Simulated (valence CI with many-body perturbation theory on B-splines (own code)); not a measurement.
## Yb⁶³⁺: calculated level list

Calculated by relativistic CI+MBPT: five valence electrons over a frozen Dirac-Fock core [He], radial functions for each j: 11 s, 11 p, 10 d, 8 f, 5 g, 2 h, with the one-electron correlation potential Σ1, the two-electron term Σ2, the three-electron term Σ3, Breit, model QED; selected CI, second order for the rest, scaled by the run's own slope (own B-spline code, finite nucleus).

The last digits are not significant, and no measured levels were compared; by estimate large intervals hold to a few tenths of a per cent, small ones and those within an open d or f shell to about a per cent. Among the levels kept, up to 7400 cm⁻¹ of a level comes from second order outside the variational space, and about a tenth of that is noise between levels of different J, which matters for small intervals.

Levels 1 to 45 of 199, with energies above the lowest level, (2s^2 2p1/2^2 2p3/2) J=3/2. "Leading %" is the weight of the configuration and term that name the level; weights of strongly mixed levels are sums over their largest components and can fall short. In the jj column 3d3/2^4 stands for four electrons in 3d with j = 3/2.

| No. | Configuration | Term | J | E (Ry) | Leading % | g | Second component | Leading jj |
| --- | --- | --- | --- | --- | --- | --- | --- | --- |
| 1 | 2s2.2p3 | 2P° | 3/2 | 0.00 | 48 | 1.319 | 27 % 2s2.2p3 2D° | 2s^2 2p1/2^2 2p3/2 (100 %) |
| 2 | 2s2.2p3 | 4S° | 3/2 | 78.71 | 55 | 1.436 | 45 % 2s2.2p3 2D° | 2s^2 2p1/2 2p3/2^2 (100 %) |
| 3 | 2s2.2p3 | 2D° | 5/2 | 80.40 | 100 | 1.166 |  | 2s^2 2p1/2 2p3/2^2 (100 %) |
| 4 | 2s2.2p3 | 2P° | 1/2 | 83.92 | 100 | 0.622 |  | 2s^2 2p1/2 2p3/2^2 (100 %) |
| 5 | 2s.2p4 | 4P | 5/2 | 102.06 | 70 | 1.449 | 30 % 2s.2p4 2D | 2s 2p1/2^2 2p3/2^2 (100 %) |
| 6 | 2s.2p4 | 2S | 1/2 | 109.28 | 64 | 2.008 | 26 % 2s.2p4 4P | 2s 2p1/2^2 2p3/2^2 (100 %) |
| 7 | 2s.2p4 | 2P | 3/2 | 109.38 | 51 | 1.174 | 35 % 2s.2p4 2D | 2s 2p1/2^2 2p3/2^2 (100 %) |
| 8 | 2s2.2p3 | 2P° | 3/2 | 162.80 | 51 | 1.287 | 28 % 2s2.2p3 2D° | 2s^2 2p3/2^3 (99 %) |
| 9 | 2s.2p4 | 4P | 3/2 | 182.67 | 85 | 1.585 | 11 % 2s.2p4 2D | 2s 2p1/2 2p3/2^3 (100 %) |
| 10 | 2s.2p4 | 2D | 5/2 | 185.60 | 70 | 1.283 | 30 % 2s.2p4 4P | 2s 2p1/2 2p3/2^3 (100 %) |
| 11 | 2s.2p4 | 2P | 1/2 | 189.93 | 64 | 1.354 | 35 % 2s.2p4 4P | 2s 2p1/2 2p3/2^3 (99 %) |
| 12 | 2s.2p4 | 2D | 3/2 | 190.58 | 54 | 1.014 | 45 % 2s.2p4 2P | 2s 2p1/2 2p3/2^3 (100 %) |
| 13 | 2p5 | 2P° | 3/2 | 216.34 | 99 | 1.302 |  | 2p1/2^2 2p3/2^3 (99 %) |
| 14 | 2s.2p4 | 4P | 1/2 | 269.94 | 38 | 1.867 | 35 % 2s.2p4 2S | 2s 2p3/2^4 (100 %) |
| 15 | 2p5 | 2P° | 1/2 | 297.13 | 100 | 0.622 |  | 2p1/2 2p3/2^4 (100 %) |
| 16 | 2s2.2p2.3s | 4P | 1/2 | 578.23 | 46 | 1.994 | 31 % 2s2.2p2.3s 2S | 2s^2 2p1/2^2 3s (100 %) |
| 17 | 2s2.2p2.3p | 2P° | 1/2 | 585.31 | 46 | 0.647 | 38 % 2s2.2p2.3p 4D° | 2s^2 2p1/2^2 3p1/2 (100 %) |
| 18 | 2s2.2p2.3p | 2P° | 3/2 | 609.67 | 35 | 1.323 | 20 % 2s2.2p2.3p 4D° | 2s^2 2p1/2^2 3p3/2 (100 %) |
| 19 | 2s2.2p2.3d | 2D | 3/2 | 615.93 | 42 | 0.783 | 32 % 2s2.2p2.3d 4F | 2s^2 2p1/2^2 3d3/2 (100 %) |
| 20 | 2s2.2p2.3d | 2D | 5/2 | 622.92 | 36 | 1.189 | 18 % 2s2.2p2.3d 4D | 2s^2 2p1/2^2 3d5/2 (100 %) |
| 21 | 2s2.2p2.3s | 4P | 3/2 | 657.92 | 88 | 1.656 | 10 % 2s2.2p2.3s 2P | 2s^2 2p1/2 2p3/2 3s (100 %) |
| 22 | 2s2.2p2.3s | 2P | 1/2 | 658.64 | 67 | 1.295 | 33 % 2s2.2p2.3s 4P | 2s^2 2p1/2 2p3/2 3s (100 %) |
| 23 | 2s2.2p2.3s | 2D | 5/2 | 659.35 | 65 | 1.310 | 35 % 2s2.2p2.3s 4P | 2s^2 2p1/2 2p3/2 3s (100 %) |
| 24 | 2s2.2p2.3s | 2D | 3/2 | 659.82 | 64 | 0.957 | 35 % 2s2.2p2.3s 2P | 2s^2 2p1/2 2p3/2 3s (100 %) |
| 25 | 2s2.2p2.3p | 4P° | 1/2 | 664.93 | 48 | 1.729 | 28 % 2s2.2p2.3p 4D° | 2s^2 2p1/2 2p3/2 3p1/2 (100 %) |
| 26 | 2s2.2p2.3p | 4D° | 3/2 | 665.38 | 55 | 1.129 | 22 % 2s2.2p2.3p 2D° | 2s^2 2p1/2 2p3/2 3p1/2 (100 %) |
| 27 | 2s2.2p2.3p | 2F° | 5/2 | 666.36 | 49 | 1.047 | 30 % 2s2.2p2.3p 2D° | 2s^2 2p1/2 2p3/2 3p1/2 (100 %) |
| 28 | 2s2.2p2.3p | 2P° | 3/2 | 669.15 | 43 | 1.308 | 25 % 2s2.2p2.3p 2D° | 2s^2 2p1/2 2p3/2 3p1/2 (99 %) |
| 29 | 2s.2p3.3s | 4P° | 5/2 | 678.29 | 47 | 1.594 | 26 % 2s.2p3.3s 6S° | 2s 2p1/2^2 2p3/2 3s (98 %) |
| 30 | 2s.2p3.3s | 2P° | 3/2 | 680.32 | 34 | 1.434 | 25 % 2s.2p3.3s 4S° | 2s 2p1/2^2 2p3/2 3s (98 %) |
| 31 | 2s.2p3.3s | 2P° | 1/2 | 684.77 | 40 | 0.861 | 29 % 2s.2p3.3s 4D° | 2s 2p1/2^2 2p3/2 3s (93 %) |
| 32 | 2s.2p3.3s | 2P° | 3/2 | 685.49 | 38 | 1.367 | 20 % 2s.2p3.3s 2D° | 2s 2p1/2^2 2p3/2 3s (97 %) |
| 33 | 2s.2p3.3p | 4P | 3/2 | 686.10 | 29 | 1.670 | 22 % 2s.2p3.3p 6P | 2s 2p1/2^2 2p3/2 3p1/2 (99 %) |
| 34 | 2s.2p3.3p | 2D | 5/2 | 686.17 | 26 | 1.337 | 19 % 2s.2p3.3p 4D | 2s 2p1/2^2 2p3/2 3p1/2 (99 %) |
| 35 | 2s2.2p2.3p | 4D° | 5/2 | 688.76 | 52 | 1.409 | 33 % 2s2.2p2.3p 4P° | 2s^2 2p1/2 2p3/2 3p3/2 (98 %) |
| 36 | 2s2.2p2.3p | 2P° | 1/2 | 689.13 | 35 | 1.510 | 29 % 2s2.2p2.3p 4P° | 2s^2 2p1/2 2p3/2 3p3/2 (95 %) |
| 37 | 2s2.2p2.3p | 2D° | 3/2 | 689.37 | 53 | 1.139 | 22 % 2s2.2p2.3p 4P° | 2s^2 2p1/2 2p3/2 3p3/2 (100 %) |
| 38 | 2s2.2p2.3p | 2F° | 7/2 | 689.87 | 65 | 1.218 | 35 % 2s2.2p2.3p 4D° | 2s^2 2p1/2 2p3/2 3p3/2 (100 %) |
| 39 | 2s2.2p2.3p | 2P° | 3/2 | 691.37 | 32 | 1.403 | 30 % 2s2.2p2.3p 4S° | 2s^2 2p1/2 2p3/2 3p3/2 (96 %) |
| 40 | 2s2.2p2.3p | 2D° | 5/2 | 691.85 | 65 | 1.178 | 16 % 2s2.2p2.3p 2F° | 2s^2 2p1/2 2p3/2 3p3/2 (99 %) |
| 41 | 2s.2p3.3p | 2P | 1/2 | 692.04 | 35 | 1.252 | 18 % 2s.2p3.3p 4P | 2s 2p1/2^2 2p3/2 3p1/2 (98 %) |
| 42 | 2s.2p3.3p | 2D | 3/2 | 692.16 | 34 | 0.961 | 21 % 2s.2p3.3p 4F | 2s 2p1/2^2 2p3/2 3p1/2 (98 %) |
| 43 | 2s2.2p2.3p | 2P° | 1/2 | 693.47 | 85 | 0.646 | 7 % 2s2.2p2.3p 4D° | 2s^2 2p1/2 2p3/2 3p3/2 (98 %) |
| 44 | 2s2.2p2.3d | 4F | 3/2 | 695.82 | 43 | 0.919 | 26 % 2s2.2p2.3d 2P | 2s^2 2p1/2 2p3/2 3d3/2 (99 %) |
| 45 | 2s2.2p2.3d | 4F | 5/2 | 695.92 | 53 | 0.956 | 38 % 2s2.2p2.3d 2F | 2s^2 2p1/2 2p3/2 3d3/2 (99 %) |

The ionisation energy to 2s2.2p2 3P_0 of the next ion comes out as 14753 eV (NIST: 14752 ± 19 eV (theoretical)). All 199 levels together are meant to be complete up to 824.35 Ry.
